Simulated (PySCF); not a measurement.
**Scalar relativity in Cl²⁺ (chlorine, charge +2)**

[Ne] 3s2 3p3, high-spin 4S determinant; PBE calculated with PySCF 2.14 in dyall-acv3z (19s12p6d4f, 113 functions), once non-relativistic with a point nucleus and once with spin-free X2C-1e and a Gaussian nucleus.

```tsv
shell	ε non-rel. (eV)	rms r non-rel. (bohr, spins averaged)
1s α	-2769.0	0.1060
1s β	-2768.4	0.1060
2s α	-278.74	0.4859
2s β	-278.17	0.4859
2p α	-219.53	0.4541
2p β	-218.74	0.4541
3s α	-46.209	1.552
3s β	-42.113	1.552
3p α	-33.096	1.714
```

(1) How does scalar relativity move these shells?

The total energy goes from -458.6210 to -460.0492 hartree.

Ionisation energy, Cl²⁺ [Ne] 3s2 3p3 (4S) → Cl³⁺ [Ne] 3s2 3p2 (3P) (eV):

| method | non-relativistic | spin-free X2C | shift |
| --- | --- | --- | --- |
| UHF | 38.962 | 38.956 | -0.006 |
| MP2 (valence) | 39.628 | 39.623 | -0.005 |
| SCS-MP2 (valence) | 39.426 | 39.421 | -0.006 |
| CCSD (valence) | 39.554 | 39.551 | -0.003 |
| CCSD(T) (valence) | 39.592 | 39.589 | -0.003 |
| LDA | 39.670 | 39.662 | -0.008 |
| PBE | 39.577 | 39.571 | -0.007 |
| PBE0 | 39.660 | 39.653 | -0.007 |
| r2SCAN | 39.838 | 39.831 | -0.007 |
| MP2 (valence and next inner shell) | 39.689 | 39.683 | -0.006 |
| SCS-MP2 (valence and next inner shell) | 39.481 | 39.475 | -0.006 |

Relativity contracts and stabilises s shells directly. The contracted s shells screen the nucleus better, so for spin-averaged p shells the direct and indirect effects partly cancel.

Results:

(1) 1s α: ε -2778.4 eV, radius -0.58 %; 1s β: ε -2777.9 eV, radius -0.58 %; 2s α: ε -280.37 eV, radius -0.47 %; 2s β: ε -279.81 eV, radius -0.47 %; 2p α: ε -219.52 eV, radius -0.14 %; 2p β: ε -218.73 eV, radius -0.14 %; 3s α: ε -46.399 eV, radius -0.34 %; 3s β: ε -42.299 eV, radius -0.34 %; 3p α: ε -33.086 eV, radius -0.04 %.
